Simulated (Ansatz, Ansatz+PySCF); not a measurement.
```xyz
3

Cl    0.0000    0.0000   -2.2648
Zn    0.0000    0.0000    0.0000
Cl    0.0000    0.0000    2.2648
```

Basis set: def2-SVP (spherical functions). Correlated methods keep 15 orbitals frozen. Charge 0, multiplicity 1.

Computed with Ansatz (development build ahead of 0.2.0); each method stands on the lowest determinant of its kind that the runs found. Restricted open shells among the atoms or ions are ROHF, correlated in semicanonical orbitals with singles.

(1) Give the atomization energy at this shape (free ground-state atoms in the same class of orbitals less the molecule, no zero-point energy) of singlet ZnCl2 by RHF-CCSD(T), RHF-CCSD, RHF-MP2, UHF-MP2, RHF, UHF.

## Answers

(1)

| method | atomization energy |
| --- | --- |
| RHF-CCSD(T) | 5.73 eV |
| RHF-CCSD | 5.67 eV |
| RHF-MP2 | 6.14 eV |
| UHF-MP2 | 6.17 eV |
| RHF | 5.11 eV |
| UHF | 4.90 eV |

Caution: the shape is not the minimum.
